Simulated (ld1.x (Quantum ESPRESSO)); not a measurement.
An odd input for ld1.x (Quantum ESPRESSO) 7.5 (barium (Ba))

Command:

```bash
ld1.x < Ba.in > Ba.out
```

Input:

```
&input
   title='Ba', zed=56., rel=1, dft='PBE', iswitch=3,
   config='[Xe] 5d0 6s1.5 6p0',
   nld=3, rlderiv=3.15, eminld=-5.0, emaxld=5.0, deld=0.02
 /
 &inputp
   pseudotype=4, tm=.true., lloc=1,
   nlcc=.false.,
   file_pseudopw='Ba.UPF', file_wfcaegen='ae.wfc', file_wfcncgen='nc.wfc', file_beta='beta', file_chi='chi'
 /
3
5S  1  0   2.00   0.00  2.90  2.90  0.0
5D  3  2   0.00   0.00  2.50  2.50  0.0
5P  2  1   6.00   0.00  2.10  2.10  0.0
 &test
   configts(1)='5s2 5p6 5d0 6s1.5 6p0'
 /
```

Output:

```
Program LD1 v.7.5

 %%%%%%%%%%%%%%%%%%%%%%%%%%%%%%%%%%%%%%%%%%%%%%%%%%%%%%%%%%%%%%%%%%%%%%%%%%%%%%
     Error in routine ld1_readin (1):
     specify correct pseudotype
 %%%%%%%%%%%%%%%%%%%%%%%%%%%%%%%%%%%%%%%%%%%%%%%%%%%%%%%%%%%%%%%%%%%%%%%%%%%%%%

     stopping ...
```

**Question.** This input was made by a single change from one that runs to its end. What was changed?

**Answer.** The change: pseudotype changed from 2 to 4. The program refuses the input: "ld1_readin: specify correct pseudotype".
